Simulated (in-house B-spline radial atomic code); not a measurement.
Multiplet parameters of the 3d6 shell in the cobalt ion Co³⁺ ([Ar] 3d6). Level of theory: non-relativistic Hartree-Fock, average of configuration, point nucleus; calculated with a B-spline radial code for spherical atoms.

Slater integrals: F^2 = 102578 cm⁻¹, F^4 = 64143 cm⁻¹. Central-field spin-orbit parameter ζ(3d) = 685.5 cm⁻¹ (bare central field on non-relativistic orbitals, without two-electron terms: too large for light atoms, too small for heavy ones).

Question: What are Racah's B and C?

Answer: B = F^2/49 - 5F^4/441 = 1366 cm⁻¹, C = 35F^4/441 = 5091 cm⁻¹, C/B = 3.73.

Question: Where do the terms lie in LS coupling, without spin-orbit interaction?

Answer: In cm⁻¹ above the Hund's-rule term (some of the terms):
| term | expression | energy |
| --- | --- | --- |
| 5D | 0B + 0C | 0 |
| 3H | 4B + 4C | 25828 |
| 3G | 9B + 4C | 32659 |
| 3D | 16B + 4C | 42222 |
| 1I | 6B + 6C | 38741 |

Question: How far can these numbers be trusted?

Answer: Fits to spectra need these integrals scaled down, since correlation screens the repulsion. Here ζ is 0.50 times B, so LS coupling is a fair start, though levels of equal J in close terms still mix.
